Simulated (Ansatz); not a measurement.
System: AsH3 (charge +1, doublet). 
Geometry from a B3LYP-D3(BJ)/def2-TZVP (Ansatz, a program for electronic structure) optimisation:
```xyz
4

As     0.0005     0.0000     0.0359
H     -0.8542    -1.1590    -0.3848
H     -0.5843     1.3154    -0.3865
H      1.4235    -0.1555    -0.4128
```
Charge +1, spin multiplicity 2.

Basis-set convergence of Hartree-Fock and CCSD(T) correlation energies (hartree) with Ansatz. Valence correlation only, unless marked. Open shells are spin-unrestricted. Spin-orbit coupling is left out. The frozen core is the preceding noble-gas configuration, with the filled d and f shells of earlier blocks. No relativistic terms.

| basis | functions | E(HF) | E(corr, CCSD(T)) |
|---|---|---|---|
| cc-pVDZ | 42 | -2235.58512 | -0.12433 |
| cc-pVTZ | 85 | -2235.66101 | -0.14994 |
| cc-pVQZ | 158 | -2235.66480 | -0.15752 |

Extrapolating the two largest sets (X = 3 and 4) as X^-3: E(corr) = (64·(-0.15752) - 27·(-0.14994))/37 = -0.1631 Eh, an estimate of the basis-set limit. The largest set recovers 96.6 % of it, the smallest 76.3 %.
